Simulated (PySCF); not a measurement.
Species: C₃F₆PS₂ (charge -1).
Atom-mapped SMILES: `[F:1][C:2]([F:3])([F:4])[P:5]([C:6](=[S:7])[S-:8])[C:9]([F:10])([F:11])[F:12]`

A GFN2-xTB structure was refined with PBE0-D3(BJ)/def2-SVP geometry optimisation, gas phase in PySCF. Its GFN2-xTB values:

```json
{"coordinate": "F1–C2", "GFN2-xTB": "1.338 Å"}
{"coordinate": "C2–F3", "GFN2-xTB": "1.353 Å"}
{"coordinate": "C2–P5", "GFN2-xTB": "1.938 Å"}
{"coordinate": "P5–C6", "GFN2-xTB": "1.823 Å"}
{"coordinate": "C6=S7", "GFN2-xTB": "1.642 Å"}
{"coordinate": "C6–S8", "GFN2-xTB": "1.682 Å"}
{"coordinate": "F1–C2–P5", "GFN2-xTB": "117.5°"}
{"coordinate": "C2–P5–C9", "GFN2-xTB": "90.9°"}
{"coordinate": "F3–C2–P5", "GFN2-xTB": "111.3°"}
{"coordinate": "P5–C6–S7", "GFN2-xTB": "128.3°"}
{"coordinate": "P5–C6–S8", "GFN2-xTB": "98.5°"}
{"coordinate": "P5–C9–F12", "GFN2-xTB": "116.4°"}
{"coordinate": "C6–P5–C9", "GFN2-xTB": "96.9°"}
{"coordinate": "S7–C6–S8", "GFN2-xTB": "133.3°"}
{"coordinate": "F1–C2–P5–C6", "GFN2-xTB": "55°"}
{"coordinate": "C2–P5–C6–S7", "GFN2-xTB": "9°"}
```

How do these coordinates change at the PBE0-D3(BJ)/def2-SVP level?

```
 coordinate  PBE0-D3(BJ)/def2-SVP (Å or °)  change
      P5–C6                          1.855  +0.032
      C2–P5                          1.911  -0.027
      C6=S7                          1.661  +0.019
      F1–C2                          1.334  -0.004
      C2–F3                          1.352  -0.001
      C6–S8                          1.682   0.000
   P5–C6–S8                          106.2    +7.7
   P5–C6–S7                          122.0    -6.3
   C6–P5–C9                          100.7    +3.8
   C2–P5–C9                           94.3    +3.4
   S7–C6–S8                          131.6    -1.7
   F3–C2–P5                          109.7    -1.6
  P5–C9–F12                          115.2    -1.2
   F1–C2–P5                          116.7    -0.8
C2–P5–C6–S7                             20     +11
F1–C2–P5–C6                             53      -2
```

The energy falls by 8.4 kJ/mol over 15 energy and gradient evaluations, the largest force component goes from 0.0156 to 3.8e-04 Eh/bohr, and the atoms move by 0.169 Å rms after alignment. The bond that changes most is P5–C6 (ends: phosphine phosphorus; carbon bonded to P and 2 S), which lengthens by 0.032 Å. Bonds longer at the end by more than 0.005 Å: 2 of 11; shorter: 4. Among the dihedrals that turn most is C9–P5–C6–S7, from 102° to 118°. Rotational constants go from 767.8, 640.6, 445.7 to 743.4, 657.2, 422.3 MHz.

The run used 180 basis functions and 109 SCF cycles in all. Hardware: an Arm Neoverse V2 with one thread, no GPU, on a shared host. Cost: 4.7 min wall.

PBE0-D3(BJ)/def2-SVP frequencies: not computed here.

One conformer stands for the species.
